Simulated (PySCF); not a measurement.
PBE0 on La (lanthanum, neutral), [Xe] 6s2 6p1, 2P determinant (an excited configuration). Calculation: PySCF 2.14, in def2-TZVPPD with the def2 core potential (46 electrons); scalar relativity through the core potential.

```
cycle= 1 E= -31.3827740616599  delta_E= -0.00656  |g|= 0.0206  |ddm|= 0.704
cycle= 2 E= -31.3872488992857  delta_E= -0.00447  |g|= 0.0144  |ddm|= 0.293
cycle= 3 E= -31.3911979730942  delta_E= -0.00395  |g|= 0.0153  |ddm|= 0.253
cycle= 4 E= -31.3916913106867  delta_E= -0.000493  |g|= 0.015  |ddm|= 0.0369
cycle= 5 E= -31.3964463832566  delta_E= -0.00476  |g|= 0.00372  |ddm|= 0.635
cycle= 6 E= -31.3965276499196  delta_E= -8.13e-05  |g|= 0.00218  |ddm|= 0.0559
cycle= 7 E= -31.396447539577  delta_E= 8.01e-05  |g|= 0.00354  |ddm|= 0.0915
cycle= 8 E= -31.3965562205495  delta_E= -0.000109  |g|= 0.00217  |ddm|= 0.0467
cycle= 9 E= -31.3966203669304  delta_E= -6.41e-05  |g|= 0.00126  |ddm|= 0.0721
cycle= 10 E= -31.3966342573231  delta_E= -1.39e-05  |g|= 0.000291  |ddm|= 0.0443
cycle= 11 E= -31.3966350961431  delta_E= -8.39e-07  |g|= 3.94e-05  |ddm|= 0.0093
cycle= 12 E= -31.3966351068736  delta_E= -1.07e-08  |g|= 2.34e-06  |ddm|= 0.00101
cycle= 13 E= -31.3966351069083  delta_E= -3.47e-11  |g|= 3.93e-07  |ddm|= 5.59e-05
converged SCF energy = -31.3966351069083  <S^2> = 1.6085549  2S+1 = 2.7265765
```

Highest occupied orbital energy: -2.724 eV; ⟨L²⟩ = 5.76; populations by l: s 3.38, p 7.00, d 0.62, f 0.00.

Problem. Can this result be used?

Solution. Not for this state. Self-consistency was reached. ⟨L²⟩ = 5.76 against 2 for a pure P term, so this real determinant mixes terms. Energies and moments cover only the electrons outside the core potential. Spin-orbit coupling, absent here, splits the open shell strongly. ⟨S²⟩ = 1.61 against 0.75 shows spin contamination. The s, p, d and f populations moved away from the nominal configuration during the SCF.
